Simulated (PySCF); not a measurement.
C5H7O, SMILES C1(C[CH]CC1)=O, multiplicity 2.

The structure is a stationary point at ωB97X-D3(BJ)/def2-SVP. The isomer is the one that the SMILES or the coordinates give; other isomers of the formula were not compared. One conformer was computed; it need not be the lowest.

Two levels are set side by side: PBE/def2-TZVP (PySCF) and CAM-B3LYP/def2-TZVP (PySCF). Same geometry, gas phase. Differences are taken from unrounded values.

| quantity | CAM-B3LYP | PBE | PBE minus CAM-B3LYP |
|---|---|---|---|
| α-spin orbital gap (eV) | 7.82 | 2.77 | -5.04 |
| β-spin orbital gap (eV) | 8.25 | 3.04 | -5.20 |
| dipole moment (D) | 3.01 | 2.75 | -0.26 |
| mean polarisability (bohr³) | 57.1 | 60.0 | 2.9 |

PBE's more diffuse valence density responds more strongly to a field. Differences between two approximate levels are no errors against the true value.

Rough cost on one machine, each run with all the roots and properties that it gave: CAM-B3LYP against PBE within a factor of 2.
